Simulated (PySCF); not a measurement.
CoO2(OH) (triplet). All numbers come from PySCF, UPBE0, basis Co def2-TZVP, O def2-TZVP, H def2-TZVP (no relativity, density fitting).

Harmonic bands of its minimum:

```
ω (cm⁻¹)  IR (km/mol)
     179         57.0
     199         20.6
     290         39.9
     336          1.1
     730          145
     771         34.3
     956         68.8
     998         52.0
    3847          183
```

The central atom is Co. Infer the point group and assign the bands.

Cs. The modes span 3a'' + 6a': 179 a'', 199 a', 290 a'', 336 a', 730 a', 771 a', 956 a'', 998 a', 3847 a'. The computed geometry has Co–O 1.560 Å (×2), Co–O 1.705 Å, O–H 0.964 Å; Co–O–H 116.6°, O–Co–O 117.5°, O–Co–O 120.3° (×2).

This need not be the most stable arrangement of these atoms. With open d or f shells other occupations or spin states may lie lower.
